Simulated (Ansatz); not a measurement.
Consider the ligand exchange at the Si–C bond: `[SiH3]C#C[SiH2]Cl` + `C=CNC` → `C=CN(C)[SiH2]Cl` + `C#C[SiH3]`.

Computed with Ansatz on PBE0-D4/def2-TZVP structures; ΔE is electronic, products minus reactants. CCSD(T)/CBS adds triple-zeta CCSD(T) − MP2 to the extrapolated MP2 energy (def2 sets, frozen cores). This one scheme is used for every species. Functionals use def2-TZVPP. One conformer a species, not always the lowest.

CCSD(T)/CBS gives -0.40 eV.

Q: Another level gave -0.35 eV. Which?
A. MP2/def2-TZVPP
B. BLYP/def2-TZVPP
C. PBE-QIDH/def2-TZVPP
D. PBE0/def2-TZVPP

A: C. PBE-QIDH -0.35, MP2/def2-TZVPP -0.42, PBE0 -0.26, BLYP -0.20 eV.

Largest T1 diagnostic among the species: 0.013.

At CCSD(T), def2-SVP lies +0.05 eV from the extrapolated value and def2-TZVPP +0.00 eV. Leaving LDA and LC-ωPBE aside and taking each functional with its dispersion term where it has one, the values, not all of them listed here, spread over 0.10 eV, from ωB97M-V to PBE-D4. LDA lies −0.16 eV from PBE without D4.
